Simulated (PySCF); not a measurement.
EPR parameters of C3H7F2Si2

Compound: C₃H₇F₂Si₂ (doublet state).
SMILES with atom numbers: `[CH2:1]=[C:2][Si@H:3]([SiH3:4])[CH:5]([F:6])[F:7]` (hydrogens: H8, H9 on C1; H10 on Si3; H11, H12, H13 on Si4; H14 on C5)

Structure used (GFN2-xTB), in Å, numbered top down from 1:
```xyz
14
C3H7F2Si2 angstrom
C      2.684   -0.138   -0.753
C      1.703    0.316   -0.038
Si     0.045    0.179    0.704
Si    -1.355   -1.659    0.326
C     -0.903    1.686   -0.080
F     -2.098    1.861    0.560
F     -1.221    1.436   -1.386
H      3.596    0.429   -0.895
H      2.682   -1.098   -1.265
H      0.178    0.568    2.116
H     -0.700   -2.850    0.879
H     -1.566   -1.873   -1.107
H     -2.660   -1.508    0.976
H     -0.385    2.652   -0.059
```

The hyperfine couplings belong to this conformer and change with its torsions.

Method used: UKS B3LYP, pcH-1 on C F H Si, non-relativistic, mean-field spin-orbit, GIAO in PySCF. The structure is a single GFN2-xTB conformer in the gas phase; no vibrational or solvent corrections. Couplings are sensitive to structure, and on GFN2-xTB geometries they can be far from those on DFT ones. No stability test was run, so a lower SCF solution isn't excluded.

```json
{
 "g1, g2, g3": "2.00169, 2.00201, 2.00308",
 "g_iso": "2.00226",
 "Form of g": "rhombic: the two nearest values differ by 23 % of g3 − g1",
 "⟨S²⟩": "0.7584 (exact 0.7500)",
 "α and β electrons": "36, 35",
 "HOMO–LUMO gap, α and β orbitals": "5.28, 4.87 eV",
 "Total energy": "-897.14256 Eh",
 "Basis functions": "265"
}
```

Hyperfine couplings atom by atom, in G; T1 to T3 are the principal values of the dipolar part; ρ(0) is the spin density at the nucleus (MHz turned into gauss with g_iso; 10 G = 1 mT):

```json
{"atom": "C1", "isotope": "13C", "a_iso": "-14.1", "of which spin–orbit": "0.0", "T1": "-5.7", "T2": "1.2", "T3": "4.5", "Mulliken spin population": "-0.17", "ρ(0) (bohr⁻³)": "-0.0351"}
{"atom": "C2", "isotope": "13C", "a_iso": "62.9", "of which spin–orbit": "0.0", "T1": "-27.0", "T2": "-20.7", "T3": "47.7", "Mulliken spin population": "0.95", "ρ(0) (bohr⁻³)": "0.1569"}
{"atom": "Si3", "isotope": "29Si", "a_iso": "1.0", "of which spin–orbit": "0.0", "T1": "-3.2", "T2": "0.5", "T3": "2.7", "Mulliken spin population": "-0.02", "ρ(0) (bohr⁻³)": "-0.0032"}
{"atom": "Si4", "isotope": "29Si", "a_iso": "-25.2", "of which spin–orbit": "0.0", "T1": "-6.3", "T2": "3.0", "T3": "3.3", "Mulliken spin population": "0.07", "ρ(0) (bohr⁻³)": "0.0797"}
{"atom": "C5", "isotope": "13C", "a_iso": "4.0", "of which spin–orbit": "0.0", "T1": "-0.4", "T2": "-0.3", "T3": "0.7", "Mulliken spin population": "0.00", "ρ(0) (bohr⁻³)": "0.0101"}
{"atom": "F6", "isotope": "19F", "a_iso": "-1.2", "of which spin–orbit": "0.0", "T1": "-1.0", "T2": "-0.3", "T3": "1.3", "Mulliken spin population": "0.00", "ρ(0) (bohr⁻³)": "-0.0008"}
{"atom": "F7", "isotope": "19F", "a_iso": "-0.1", "of which spin–orbit": "0.0", "T1": "-1.2", "T2": "-0.9", "T3": "2.2", "Mulliken spin population": "0.00", "ρ(0) (bohr⁻³)": "0.0000"}
{"atom": "H8", "isotope": "1H", "a_iso": "52.6", "of which spin–orbit": "0.0", "T1": "-2.0", "T2": "-1.5", "T3": "3.5", "Mulliken spin population": "0.06", "ρ(0) (bohr⁻³)": "0.0330"}
{"atom": "H9", "isotope": "1H", "a_iso": "65.0", "of which spin–orbit": "0.0", "T1": "-1.6", "T2": "-0.7", "T3": "2.3", "Mulliken spin population": "0.08", "ρ(0) (bohr⁻³)": "0.0408"}
{"atom": "H10", "isotope": "1H", "a_iso": "5.8", "of which spin–orbit": "0.0", "T1": "-1.4", "T2": "-0.9", "T3": "2.2", "Mulliken spin population": "0.01", "ρ(0) (bohr⁻³)": "0.0036"}
{"atom": "H11", "isotope": "1H", "a_iso": "-0.8", "of which spin–orbit": "0.0", "T1": "-0.6", "T2": "-0.3", "T3": "0.9", "Mulliken spin population": "0.00", "ρ(0) (bohr⁻³)": "-0.0005"}
{"atom": "H12", "isotope": "1H", "a_iso": "-0.5", "of which spin–orbit": "0.0", "T1": "-0.6", "T2": "-0.2", "T3": "0.8", "Mulliken spin population": "0.00", "ρ(0) (bohr⁻³)": "-0.0003"}
{"atom": "H13", "isotope": "1H", "a_iso": "7.3", "of which spin–orbit": "0.0", "T1": "-0.6", "T2": "-0.1", "T3": "0.7", "Mulliken spin population": "0.01", "ρ(0) (bohr⁻³)": "0.0046"}
{"atom": "H14", "isotope": "1H", "a_iso": "-0.2", "of which spin–orbit": "0.0", "T1": "-1.0", "T2": "-0.7", "T3": "1.7", "Mulliken spin population": "0.00", "ρ(0) (bohr⁻³)": "-0.0001"}
```

The Mulliken spin populations are largest on C2 (+0.95), C1 (-0.17), H9 (+0.08) and Si4 (+0.07). No atom but C2 exceeds +0.15. The positive populations add up to 1.19 and the negative ones to -0.19, together 2S = 1.

Axes: g1 points within 12° of the C1–C2 bond.

Under fast tumbling the dipolar parts average out, and these isotropic splittings remain: 1 × 1H (H9, I = 1/2, 2 lines) with 6.50 mT, 1 × 1H (H8, I = 1/2, 2 lines) with 5.26 mT, 1 × 1H (H10, I = 1/2, 2 lines) with 0.58 mT, 3 × 1H (H11/H12/H13, I = 1/2, 4 lines) with 0.20 mT and 1 × 19F (F6, I = 1/2, 2 lines) with 0.12 mT.

Class means assume fast exchange of nuclei equivalent by connectivity; if that motion is slow, each nucleus keeps its own coupling. The three 1H nuclei of mean +5.5 MHz run from -2.3 to 20.4 MHz in the frozen geometry.

The 13C coupling of C2 (176.2 MHz) shows only in satellite lines or after enrichment, since that isotope makes up about 1.07 % of natural carbon.

The 29Si coupling of Si4 (-70.7 MHz) shows only in satellite lines or after enrichment, since that isotope makes up about 4.7 % of natural silicon.

Examples of negative spin density at the nucleus (bohr⁻³): C1 (-0.0351) and Si3 (-0.0032).
